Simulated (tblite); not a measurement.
Input of a run (GFN2-xTB geometry optimisation, gas phase (tblite 0.8.0)), started from a force field or distance geometry:
```
{"job": {"kind": "relax", "xc": "GFN2-xTB", "basis": "xTB"}, "charge": 0, "multiplicity": 1}
C     -1.506000     0.859700    -0.801200
C     -0.750900    -0.172400    -0.040300
C     -1.160000    -0.269700     1.418700
C     -0.881600    -1.478100    -0.783600
C      0.675100     0.276000    -0.006600
C      1.465800     1.400100    -0.521900
P      3.203300     1.247200    -0.082500
C      3.400200    -0.047900     0.731400
S      1.722300    -0.639000     0.736900
H     -1.249100     0.724100    -1.873500
H     -1.306200     1.897100    -0.528800
H     -2.607700     0.599000    -0.742200
H     -2.107400     0.330900     1.593900
H     -1.291200    -1.339700     1.663400
H     -0.390900     0.181500     2.082500
H     -1.295700    -1.271000    -1.771200
H     -1.479500    -2.229900    -0.220400
H      0.174000    -1.846900    -0.921900
H      1.043400     2.235000    -1.091000
H      4.337200    -0.445500     1.155200
```

Output (eV, eV/Å):
```
step      E/eV     max force
  0    -713.43175   11.942
  1    -715.35630    5.518
  2    -715.81233    2.489
  3    -716.14028    1.950
  4    -716.27447    1.557
  5    -716.38981    0.675
  6    -716.42131    0.602
  7    -716.45147    0.444
  8    -716.46703    0.317
  9    -716.47774    0.375
 10    -716.48759    0.346
 11    -716.49981    0.341
 12    -716.51165    0.290
 13    -716.52014    0.182
 14    -716.52522    0.172
 15    -716.52976    0.191
 16    -716.53697    0.250
 17    -716.54678    0.263
 18    -716.55574    0.186
 19    -716.56123    0.163
 20    -716.56532    0.168
 21    -716.57034    0.217
 22    -716.57656    0.205
 23    -716.58304    0.168
 24    -716.58909    0.184
 25    -716.59502    0.190
 26    -716.60165    0.201
 27    -716.60884    0.183
 28    -716.61549    0.195
 29    -716.62221    0.223
 30    -716.63155    0.233
 31    -716.64327    0.348
 32    -716.65139    0.351
 33    -716.66546    0.332
 34    -716.67663    0.294
 35    -716.68815    0.255
 36    -716.69674    0.211
 37    -716.70325    0.187
 38    -716.70746    0.148
 39    -716.71179    0.164
 40    -716.71770    0.196
 41    -716.72469    0.191
 42    -716.73266    0.177
 43    -716.73708    0.162
 44    -716.74249    0.224
 45    -716.74674    0.198
 46    -716.75198    0.171
 47    -716.75632    0.146
 48    -716.76017    0.175
 49    -716.76485    0.236
 50    -716.77034    0.223
 51    -716.77582    0.155
 52    -716.77995    0.129
 53    -716.78232    0.101
 54    -716.78371    0.110
 55    -716.78495    0.095
 56    -716.78608    0.075
 57    -716.78739    0.072
 58    -716.78826    0.067
 59    -716.78935    0.070
 60    -716.79021    0.066
 61    -716.79118    0.086
 62    -716.79239    0.115
 63    -716.79405    0.116
 64    -716.79608    0.117
 65    -716.79793    0.120
 66    -716.79922    0.079
 67    -716.80014    0.064
 68    -716.80075    0.055
 69    -716.80112    0.048
 70    -716.80140    0.035
 71    -716.80161    0.027
 72    -716.80177    0.027
 73    -716.80195    0.030
 74    -716.80215    0.030
 75    -716.80236    0.033
 76    -716.80253    0.039
 77    -716.80265    0.038
 78    -716.80278    0.034
 79    -716.80294    0.033
 80    -716.80308    0.024
 81    -716.80314    0.015
 82    -716.80317    0.011
 83    -716.80318    0.008
```

Task: Summarise the run.

Result: The energy falls by 77.7 kcal/mol over 83 L-BFGS steps, the largest force on an atom goes from 11.94 to 0.008 eV/Å, and the atoms move by 0.501 Å rms after alignment. Among the bonds, P7–C8 and C5–S9 change most and about equally (+0.158 to +0.159 Å). Bonds longer at the end by more than 0.005 Å: 6 of 20; shorter: 12. Among the angles that change most is C5–S9–C8, from 115.6° to 95.5°. Among the dihedrals that turn most is C1–C2–C4–H17, from -113° to -58°. The energy never rose by more than 1e-5 eV on the way. The first step brought 57 % of the lowering.

Task: What are the final bond lengths?

Result: C1–C2 1.530 Å, C2–C3 1.534 Å, C2–C4 1.534 Å, C2–C5 1.508 Å, C5–C6 1.355 Å, C6–P7 1.767 Å, P7–C8 1.701 Å, C8–S9 1.711 Å, C5–S9 1.735 Å, C1–H10 1.087 Å, C1–H11 1.087 Å, C1–H12 1.088 Å, C3–H13 1.088 Å, C3–H14 1.088 Å, C3–H15 1.088 Å, C4–H16 1.088 Å, C4–H17 1.088 Å, C4–H18 1.088 Å, C6–H19 1.078 Å, C8–H20 1.075 Å. Numbering counts from 1 in the input's order; the species is `CC(C)(C)c1cpcs1`.

Its GFN2-xTB frequencies are all real (lowest 26 cm⁻¹).

The numbers are calculated, not measured.
